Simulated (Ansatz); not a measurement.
Stepwise reaction of `N[Si](F)(F)Cl` with ammonia, as a gas-phase model of exchange steps in deposition or etching. ΔE in kJ/mol.

Isolated molecules relaxed with PBE0-D4/def2-TZVP in Ansatz; ΔE leaves out vibrations. CCSD(T)/CBS adds triple-zeta CCSD(T) − MP2 to the extrapolated MP2 energy (def2 sets, frozen cores). This one scheme is used for every species. Functionals use def2-TZVPP. B3LYP here is the variant with VWN-RPA as its local correlation; programs differ in this. Each species was taken in one conformer, which may not be the lowest.

```csv
step,reaction,PBE-D4,B3LYP-D4,ωB97M-V,CCSD(T)/CBS
1,`N[Si](F)(F)Cl` + NH₃ → `N[Si](N)(F)Cl` + H–F,69.0,73.6,73.5,71.2
2,`N[Si](N)(F)Cl` + NH₃ → `N[Si](N)(N)Cl` + H–F,90.4,96.0,96.1,93.7
```

(1) By hand: ΔE of the 2 steps together at CCSD(T)/CBS.

Answers

(1) (71.2) + (93.7) = 164.9 kJ/mol, or 82.5 kJ/mol a step.

In ΔE each step is higher than the one before. All are uphill at CCSD(T)/CBS. PBE-D4 differs from CCSD(T)/CBS by -3.3 to -2.2 kJ/mol a step. Isolated molecules leave out the surface, adducts and barriers. Largest T1 diagnostic: 0.010.
